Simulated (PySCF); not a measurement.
C5H12OSi.
Z-matrix (Å and degrees, PBE0-D3(BJ)/def2-SVP geometry), rows numbered from 1:
```
C 
O   1  1.3950
C   2  1.4028  1  114.41
C   3  1.5394  2  115.18  1    70.04
C   4  1.5294  3  108.44  2   158.78
C   5  1.5391  4  108.96  3   -51.49
Si  6  1.8968  5  103.15  4    38.17
H   1  1.0993  2  107.79  3   174.85
H   1  1.1087  2  111.73  3    55.78
H   1  1.1067  2  112.73  3   -65.83
H   3  1.1129  2  109.90  1   -52.57
H   4  1.1024  3  112.66  2   -77.63
H   4  1.1051  3  107.61  2    40.13
H   5  1.1048  4  109.03  3    67.97
H   5  1.1019  4  111.17  3  -175.44
H   6  1.0999  5  112.78  4   162.74
H   6  1.1030  5  110.10  4   -77.90
H   7  1.4932  3  112.53  2   -17.93
H   7  1.4962  3  112.29  2   105.12
```

Level: B3LYP/def2-SVPD in PySCF, non-relativistic, on one gas-phase PBE0-D3(BJ)/def2-SVP geometry that isn't relaxed in the solvent. The solvent is an IEF-PCM continuum (Bondi radii, 1.10 Å for H, scaled by 1.2). Only the electrostatic response of the medium enters.

Gas phase at B3LYP/def2-SVPD: HOMO -7.07 eV, LUMO 0.25 eV, dipole 1.67 D.

Question: What does the continuum do to the energy, the frontier levels and the dipole at B3LYP/def2-SVPD in chloroform?

Answer: 
```csv
solvent,ε,E(solvent) − E(gas) (kcal/mol),polarisation term (kcal/mol),distortion of the solute (kcal/mol),HOMO (eV),LUMO (eV),dipole (D)
chloroform,4.711,-1.94,-2.20,0.26,-7.04,0.39,2.17
```

Polarisation term: ½ Σ q·V over the induced surface charges. Distortion: the rise of the solute's own energy as its density leaves the gas-phase optimum.

Question: Which radius a makes the point-dipole formula ΔE = −[(ε − 1)/(2ε + 1)]·μ²/a³ give the value in chloroform, with the gas-phase dipole?

Answer: μ = 0.657 au and |ΔE| = 0.00309 Eh give a = 1.95 Å; the farthest nucleus lies 3.76 Å from the centroid of the nuclei, so such a sphere wouldn't even hold the nuclei. The formula assumes a rigid point dipole at the centre of a sphere.

Question: How does the static polarisability (B3LYP/def2-SVPD, frozen core, with the continuum's full static response) change?

Answer: 
```csv
medium,isotropic (au),principal values (au),⟨r²⟩ of the electrons (bohr²)
gas,91.1,"78.9, 92.8, 101.7",1077.9
chloroform,113.3,"101.2, 116.5, 122.2",1077.6
```

The isotropic value in chloroform is 1.24 times the gas-phase one; no cavity-field correction is applied. ⟨r²⟩ is taken about the centre of nuclear charge.

On one thread of an Arm Neoverse N1, no GPU, on a shared host, this took 77 s and 1.1 GiB of memory at its peak. This is the whole response run at B3LYP/def2-SVPD in chloroform, SCF included.
